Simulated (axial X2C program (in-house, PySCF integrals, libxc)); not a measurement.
What spin–orbit coupling does to MnBr⁺

Calculated with an in-house all-electron X2C program for linear molecules (integrals from PySCF). Spin-free means the one-electron spin-free X2C Hamiltonian; two-component (2c) means X2C with spin–orbit coupling and atomic mean-field two-electron Coulomb and Gaunt terms, so the difference of the two also holds small scalar two-electron terms. Basis: Br dyall-cv3z [8s9p6d4f1g], Mn dyall-cv3z [9s10p6d3f2g] (cores contracted in-house); Gaussian nuclei, density fitting, unrestricted open shells. Masses: Br 78.918 u, Mn 54.938 u.

Spin-free state: M_S = 5/2, Λ = 0 (beyond evenly filled blocks: σα, π+α, π-α, δ+α, δ-α); fragments Br + Mn+.

| level | Re (Å) | ωe (cm⁻¹) | De (eV) | μ (D) |
| --- | --- | --- | --- | --- |
| PBE0 | 2.232 | 361.9 | 2.675 | 8.11 |
| PW91 | 2.218 | 358.4 | 3.202 | 6.88 |

Dipoles are positive if Mn is the positive end and refer to the centre of mass.

Two-component determinant lowest at the distance of the search:

Ω = 5/2 (⟨Sz⟩ = 2.50, ⟨Lz⟩ = 0.00 at PBE0); fragments Br + Mn+.

| level | Re (Å) | ωe (cm⁻¹) | De (eV) | μ (D) |
| --- | --- | --- | --- | --- |
| PBE0 | 2.234 | 360.5 | 2.577 | 8.09 |
| PW91 | 2.220 | 357.0 | 3.094 | 6.86 |

Problem. From the two tables, how do the constants change at the PBE0 level (2c against spin-free)?

Solution. At the PBE0 level Re increases by 0.002 Å and ωe falls by 1.4 cm⁻¹; De changes by -0.098 eV.

The state is a single determinant with fixed occupations, the lowest that a limited PBE0 search found. De is counted from the lowest determinant-based energies of the atoms at the same level, without counterpoise correction. Density functionals use the spin component along the axis (collinear). Without a current term, density functionals place determinants with orbital angular momentum somewhat too high. With several unpaired electrons one determinant need not be a pure state. This is the top spin component of a Σ state; components of lower Ω are not single determinants and can lie lower.
